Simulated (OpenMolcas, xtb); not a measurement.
AlClOF (SMILES [O][Al]([F])[Cl]): the vertical energy of the quartet above the doublet, rung by rung

AlClOF has 4 atoms, charge 0, and is taken as a doublet. SMILES: `[O][Al]([F])[Cl]`. The shape is that of a PBE0-D4/def2-TZVP optimisation.

Quantity: the vertical energy of the quartet above the doublet, in eV. The values are calculated.

```csv
level,kind,program,value (eV)
GFN0-xTB,semi-empirical,xtb,5.33
UHF/6-311+G**,Hartree–Fock,OpenMolcas,6.02
USVWN5/6-311+G**,LDA,OpenMolcas,5.82
U-revPBE/6-311+G**,GGA,OpenMolcas,5.80
UM06-L/6-311+G**,meta-GGA,OpenMolcas,6.35
UBHLYP/6-311+G**,global hybrid,OpenMolcas,6.69
UM06-2X/6-311+G**,hybrid meta-GGA,OpenMolcas,6.71
UPBE0/6-311+G**,global hybrid,OpenMolcas,6.32
```

The values span 5.33 to 6.71 eV. The xTB rows lack spin polarisation, so open shells miss the exchange term that lowers them.
